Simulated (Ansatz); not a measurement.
Basis-set series for AlGeH₈NSi. The species carries charge 0 and has multiplicity 1. The bonds changed during the relaxation, so this is another structure than the one it started from. The geometry is a stationary point of PBE0-D4/def2-TZVP. It is one conformer, not always the lowest.

Cartesian coordinates in Å:
```
N 0.726 0.958 0.536
Si 0.995 -0.069 -0.971
Ge -1.178 -1.050 -0.882
Al -0.899 0.020 1.380
H 0.462 1.912 0.307
H 1.535 1.020 1.146
H 1.492 0.859 -2.026
H 2.121 -0.954 -0.569
H -1.068 -2.552 -1.194
H -2.041 -0.411 -1.989
H -1.888 1.204 1.782
H -0.257 -0.940 2.479
```

| functional | basis | functions | energy (Eh) | HOMO (eV) | LUMO (eV) |
| --- | --- | --- | --- | --- | --- |
| PBE0-D4 | def2-SVP | 122 | -2667.49901 | -6.51 | -0.66 |
| PBE0-D4 | def2-TZVPP | 275 | -2668.01477 | -6.52 | -0.94 |
| ωB97M-V | def2-SVP | 122 | -2667.85743 | -8.41 | 1.07 |
| ωB97M-V | def2-TZVPP | 275 | -2668.37587 | -8.46 | 0.62 |

(1) Give the rows for def2-QZVPP. (An estimate is asked.)

Results:

(1) Ansatz gave: 
```tsv
functional	basis	functions	energy (Eh)	HOMO (eV)	LUMO (eV)
PBE0-D4	def2-QZVPP	526	-2668.08025	-6.53	-1.05
ωB97M-V	def2-QZVPP	526	-2668.43908	-8.46	0.32
```

Positive LUMOs are unbound and depend on the basis. Scalar relativity is left out up to krypton.
